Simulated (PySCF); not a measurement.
C6H9N3.
Numbering: `[CH2:1]=[CH:2][c:3]1[n:4][n:5]([CH3:6])[n:7][c:8]1[CH3:9]` (hydrogens: H10, H11 on C1; H12 on C2; H13, H14, H15 on C6; H16, H17, H18 on C9)

Torsions of this conformer, `[CH2:1]=[CH:2][c:3]1[n:4][n:5]([CH3:6])[n:7][c:8]1[CH3:9]`: C1–C2–C3–N4 0°.

The closed-shell ground state was solved at several levels (PySCF, density fitting, gas phase, non-relativistic). Isolated species at its PBE0-D3(BJ)/def2-SVP geometry (one conformer only).

```tsv
level	basis functions	total energy (Eh)	HOMO (eV)	LUMO (eV)	gap (eV)	dipole (D)
PBE0/pcSseg-1	198	-397.7577	-6.53	-0.76	5.77	0.48
PBE0/def2-SVPD	252	-397.5400	-6.56	-0.86	5.70	0.45
```

**Question.** Estimate the row for PBE/pcSseg-1, a basis of 198 functions; the other rows only guide the guess.

**Answer.** Total energy -397.7405 Eh, HOMO -5.53 eV, LUMO -1.66 eV, gap 3.87 eV, dipole 0.60 D.

**Question.** Over all these levels, which gives the widest orbital gap and which the narrowest?

**Answer.** PBE0/pcSseg-1 (global hybrid, 25 % exact exchange) has the widest, 5.77 eV, and PBE/pcSseg-1 (GGA) the narrowest, 3.87 eV. The two share the basis. From the narrowest to the widest the HOMO moves by -1.00 eV and the LUMO by +0.90 eV.

**Question.** How far do the dipole and the HOMO energy spread over the levels?

**Answer.** The dipole runs from 0.45 to 0.60 D (mean 0.51 D) and the HOMO from -6.56 to -5.53 eV.
